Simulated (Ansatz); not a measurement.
Basis-set extrapolation for C₃H₂F₄ (`FC(F)=CC(F)F`) (PBE0-D4/def2-TZVP geometry, frozen core, the Gaussian-basis code of Ansatz). Multiplicity 1, RHF reference.

```json
{"": "HF", "def2-TZVPP": "-512.710731", "def2-QZVPP": "-512.732734"}
{"": "MP2 correlation", "def2-TZVPP": "-1.457332", "def2-QZVPP": "-1.584866"}
{"": "CCSD(T) correlation", "def2-TZVPP": "-1.524753", "def2-QZVPP": "not run"}
```

Energies in hartree. Use E(X) = E(∞) + A·exp(−7.88·√X) for Hartree–Fock and E(X) = E(∞) + B·X^(−2.97) for correlation, with X = 3 and 4, and add CCSD(T) minus MP2 of the smaller set to the MP2 limit.

Task: What is the CCSD(T) energy at the basis-set limit?

Result: HF limit: -512.732734 + (-0.022003) × 0.13774 = -512.73576. MP2 limit: -1.584866 + (-0.127534) × 0.74074 = -1.67934. Higher-order term: -1.524753 − (-1.457332) = -0.06742. Total: -514.48252 hartree, 155.0 kcal/mol below CCSD(T)/def2-TZVPP.
